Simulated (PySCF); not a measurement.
Energy of Au⁺ (gold, charge +1) between two integer charges

The 5d beta orbital of [Xe] 4f14 5d10 is emptied in steps (occupation f), with all orbitals relaxed, ending at [Xe] 4f14 5d9. Computed with PySCF 2.14 in aug-cc-pVTZ-PP with ECP60MDF (6s6p5d3f2g, 88 functions), with a scalar-relativistic core potential. The exact energy is a straight line in f; departures are measured from the line between the end points of the same method.

| f | MN15 (eV) |
| --- | --- |
| 1 | 0.000 |
| 0.8 | -0.506 |
| 0.6 | -0.763 |
| 0.4 | -0.766 |
| 0.2 | -0.511 |
| 0 | 0.000 |

```
method  E(f=0) − E(f=1) (eV)  −ε at f=1 (eV)  −ε at f=0.4 (eV)
  MN15                20.864          17.721            21.494
```

Orbital energy along the path (eV):

```
  f     MN15
  1  -17.721
0.8  -18.950
0.6  -20.212
0.4  -21.494
0.2  -22.781
  0  -24.054
```

Reference removal energy between the ground levels: 20.203 ± 0.025 eV (measured; NIST Atomic Spectra Database, ionization energies). The calculation has no spin-orbit coupling.
